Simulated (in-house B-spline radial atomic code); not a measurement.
Radial electron density of Sn³⁺, [Ar] 3d10 4s2 4p5 4d10 5s1 5f1. Method: scalar-relativistic (X2C) Hartree-Fock, spin-polarised, averaged over the determinants with the given up and down occupations, Fermi nucleus of rms radius 4.6519 fm, inside a hard spherical wall at 4.68 bohr. Calculated with a B-spline radial code for spherical atoms.

One-electron X2C: radii and densities carry no picture-change correction, so inner-shell <1/r> comes out high (for 1s by about 2 % at Z = 33, 5 % at 54, 10 % at 75, 30 % at 118) and <r> low.

Columns: r (bohr), 4πr²n(r) (electrons per bohr), bar.

```
0.000888    1.872 #
 0.00108    2.562 #
 0.00132    3.521 ##
 0.00161    4.801 ###
 0.00197    6.542 ###
  0.0024    8.793 #####
 0.00294    11.81 ######
 0.00358    15.56 ########
 0.00437    20.31 ###########
 0.00534    26.12 ##############
 0.00651    32.84 ##################
 0.00795    40.39 ######################
  0.0097     48.2 ##########################
  0.0118    55.43 ##############################
  0.0145    61.46 #################################
  0.0176    64.63 ###################################
  0.0215    64.68 ###################################
  0.0263    61.71 #################################
  0.0321    57.53 ###############################
  0.0392    55.16 #############################
  0.0478    57.63 ###############################
  0.0583     65.7 ###################################
  0.0712     76.2 #########################################
  0.0869    82.38 ############################################
   0.106    78.97 ##########################################
   0.129    67.86 ####################################
   0.158    57.95 ###############################
   0.193     58.4 ###############################
   0.235    65.64 ###################################
   0.287    66.48 ####################################
   0.351    52.61 ############################
   0.428    32.72 #################
   0.522       21 ###########
   0.638    20.77 ###########
   0.778    23.03 ############
    0.95    20.29 ###########
    1.16     13.6 #######
    1.42    7.248 ####
    1.73    3.378 ##
    2.11    1.391 #
    2.57   0.5836 
    3.14   0.5129 
    3.83   0.3865 
    4.63 0.001971
```

On this grid the curve has 4 maxima, near 0.0215, 0.0869, 0.287, 0.778 bohr.

The 5f up radial function P(r) = rR(r), positive near the nucleus:

| r (bohr) | P |
| --- | --- |
| 0.0478 | 0.0009332 |
| 0.0712 | 0.003537 |
| 0.106 | 0.01218 |
| 0.158 | 0.03723 |
| 0.235 | 0.09712 |
| 0.351 | 0.2147 |
| 0.522 | 0.3902 |
| 0.778 | 0.5738 |
| 1.16 | 0.6573 |
| 1.73 | 0.4726 |
| 2.57 | -0.2093 |
| 3.83 | -0.5971 |
